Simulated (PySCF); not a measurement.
## Basis-set dependence of population analyses: `N[SiH](N)CC=O`

Compound: C2H8N2OSi.
Cartesian coordinates in Å at the PBE0-D3(BJ)/def2-SVP level; atoms count from 1:
```xyz
14
C2H8N2OSi angstrom
N     -0.7011    1.4813   -0.6007
Si    -0.6687    0.0493    0.3441
N     -2.0965   -0.8615    0.0659
C      0.9601   -0.7684   -0.2457
C      2.1225    0.1171    0.0185
O      2.3544    1.1373   -0.5883
H     -1.3967    2.2042   -0.4630
H      0.1958    1.8544   -0.9046
H     -0.5918    0.1632    1.8375
H     -2.4633   -1.5061    0.7541
H     -2.4275   -1.0646   -0.8693
H      0.8269   -0.8832   -1.3345
H      1.0773   -1.7553    0.2247
H      2.7842   -0.1861    0.8717
```

PBE0 throughout (PySCF), one geometry, spherical d and f functions. Isolated species at its PBE0-D3(BJ)/def2-SVP geometry (one conformer only). Atoms taken as equivalent share a column and are averaged. The first 7 of 9 kinds of atom are listed.

Mulliken charges (e):

```json
{"basis": "STO-3G", "functions": "42", "N1/N3": "-0.603", "Si2": "+0.916", "C4": "-0.342", "C5": "+0.083", "O6": "-0.205", "H7/H8/H10/H11": "+0.172", "H9": "-0.145"}
{"basis": "6-31G", "functions": "74", "N1/N3": "-1.009", "Si2": "+1.128", "C4": "-0.731", "C5": "+0.222", "O6": "-0.406", "H7/H8/H10/H11": "+0.343", "H9": "-0.150"}
{"basis": "pcSseg-0", "functions": "74", "N1/N3": "-1.077", "Si2": "+1.482", "C4": "-1.091", "C5": "+0.269", "O6": "-0.481", "H7/H8/H10/H11": "+0.327", "H9": "-0.110"}
{"basis": "6-31G*", "functions": "104", "N1/N3": "-0.923", "Si2": "+0.813", "C4": "-0.656", "C5": "+0.222", "O6": "-0.401", "H7/H8/H10/H11": "+0.357", "H9": "-0.112"}
{"basis": "cc-pVDZ", "functions": "128", "N1/N3": "-0.299", "Si2": "+0.472", "C4": "-0.244", "C5": "+0.130", "O6": "-0.236", "H7/H8/H10/H11": "+0.109", "H9": "-0.105"}
{"basis": "def2-SVP", "functions": "128", "N1/N3": "-0.403", "Si2": "+0.627", "C4": "-0.328", "C5": "+0.140", "O6": "-0.259", "H7/H8/H10/H11": "+0.140", "H9": "-0.121"}
{"basis": "aug-cc-pVDZ", "functions": "214", "N1/N3": "-0.335", "Si2": "+0.873", "C4": "+0.308", "C5": "+0.706", "O6": "-0.589", "H7/H8/H10/H11": "-0.033", "H9": "+0.255"}
{"basis": "6-311+G(2d,p)", "functions": "218", "N1/N3": "-0.889", "Si2": "+1.271", "C4": "-0.602", "C5": "+0.123", "O6": "-0.373", "H7/H8/H10/H11": "+0.247", "H9": "-0.092"}
{"basis": "def2-TZVP", "functions": "240", "N1/N3": "-0.630", "Si2": "+0.511", "C4": "-0.294", "C5": "+0.114", "O6": "-0.321", "H7/H8/H10/H11": "+0.244", "H9": "-0.059"}
{"basis": "cc-pVTZ", "functions": "296", "N1/N3": "-0.351", "Si2": "+0.382", "C4": "-0.297", "C5": "+0.132", "O6": "-0.293", "H7/H8/H10/H11": "+0.147", "H9": "-0.087"}
{"basis": "IGLO-III", "functions": "299", "N1/N3": "-0.703", "Si2": "+1.079", "C4": "-0.507", "C5": "+0.239", "O6": "-0.415", "H7/H8/H10/H11": "+0.205", "H9": "-0.199"}
```

IAO charges (e):

```
        basis  functions   N1/N3     Si2      C4      C5      O6  H7/H8/H10/H11      H9
       STO-3G         42  -0.697  +1.050  -0.548  +0.074  -0.206         +0.199  -0.139
        6-31G         74  -0.824  +1.021  -0.612  +0.223  -0.392         +0.273  -0.141
     pcSseg-0         74  -0.800  +1.055  -0.630  +0.223  -0.382         +0.259  -0.151
       6-31G*        104  -0.841  +1.137  -0.621  +0.268  -0.415         +0.268  -0.177
      cc-pVDZ        128  -0.834  +1.128  -0.619  +0.265  -0.408         +0.266  -0.177
     def2-SVP        128  -0.828  +1.141  -0.617  +0.266  -0.409         +0.262  -0.183
  aug-cc-pVDZ        214  -0.866  +1.138  -0.626  +0.273  -0.429         +0.278  -0.172
6-311+G(2d,p)        218  -0.876  +1.171  -0.636  +0.274  -0.431         +0.279  -0.181
    def2-TZVP        240  -0.875  +1.184  -0.639  +0.276  -0.430         +0.277  -0.185
      cc-pVTZ        296  -0.869  +1.171  -0.637  +0.274  -0.427         +0.276  -0.182
     IGLO-III        299  -0.879  +1.181  -0.638  +0.274  -0.431         +0.279  -0.183
```

Hirshfeld charges (e):

```csv
basis,functions,N1/N3,Si2,C4,C5,O6,H7/H8/H10/H11,H9
STO-3G,42,-0.322,+0.529,-0.118,+0.090,-0.160,+0.092,-0.102
6-31G,74,-0.322,+0.404,-0.160,+0.132,-0.233,+0.115,-0.097
pcSseg-0,74,-0.319,+0.430,-0.162,+0.127,-0.220,+0.112,-0.105
6-31G*,104,-0.309,+0.364,-0.157,+0.134,-0.236,+0.118,-0.099
cc-pVDZ,128,-0.309,+0.397,-0.170,+0.126,-0.219,+0.115,-0.105
def2-SVP,128,-0.311,+0.402,-0.172,+0.131,-0.227,+0.116,-0.106
aug-cc-pVDZ,214,-0.321,+0.421,-0.182,+0.123,-0.232,+0.114,-0.093
"6-311+G(2d,p)",218,-0.317,+0.413,-0.176,+0.122,-0.236,+0.114,-0.094
def2-TZVP,240,-0.317,+0.406,-0.176,+0.124,-0.234,+0.116,-0.096
cc-pVTZ,296,-0.319,+0.409,-0.176,+0.125,-0.230,+0.116,-0.098
IGLO-III,299,-0.318,+0.411,-0.177,+0.122,-0.234,+0.114,-0.092
```

Some averages cover members that differ in this geometry, most widely: H7/H8/H10/H11, Mulliken in aug-cc-pVDZ -0.088 to +0.030; N1/N3, Mulliken in 6-311+G(2d,p) -0.928 to -0.851; H7/H8/H10/H11, Mulliken in 6-311+G(2d,p) +0.229 to +0.278; N1/N3, Mulliken in aug-cc-pVDZ -0.357 to -0.314 e.

Problem. Which scheme is steadiest as the basis changes?

Solution. Largest range over the bases for any column: Hirshfeld 0.16 e, IAO 0.23 e, Mulliken 1.40 e. Hirshfeld charges move least and Mulliken charges most, counted in e. Without the minimal STO-3G basis the ranges are Hirshfeld 0.07, IAO 0.16, Mulliken 1.40 e.

Problem. How much do the charges still move between the two largest bases, cc-pVTZ and IGLO-III?

Solution. At most, over all atoms: Mulliken 0.697 e, IAO 0.011 e, Hirshfeld 0.006 e.

Problem. What do the same runs give for the total energy, the frontier levels and the dipole moment?

Solution. 
| basis | energy (Eh) | HOMO (eV) | LUMO (eV) | μ (D) |
| --- | --- | --- | --- | --- |
| STO-3G | -548.0580 | -3.65 | 2.89 | 1.92 |
| 6-31G | -554.7284 | -6.83 | -0.52 | 2.96 |
| pcSseg-0 | -553.9073 | -6.92 | -0.60 | 2.99 |
| 6-31G* | -554.8466 | -6.82 | -0.26 | 2.83 |
| cc-pVDZ | -554.8839 | -6.83 | -0.34 | 2.75 |
| def2-SVP | -554.5913 | -6.93 | -0.43 | 2.83 |
| aug-cc-pVDZ | -554.9170 | -7.14 | -0.82 | 2.89 |
| 6-311+G(2d,p) | -554.9819 | -7.18 | -0.81 | 2.95 |
| def2-TZVP | -555.0064 | -7.13 | -0.69 | 2.91 |
| cc-pVTZ | -554.9977 | -7.07 | -0.61 | 2.85 |
| IGLO-III | -555.0140 | -7.16 | -0.77 | 2.93 |

The dipole is fixed by the density alone, so its range of 1.07 D shows that the density itself changes with the basis, not only its division among atoms.
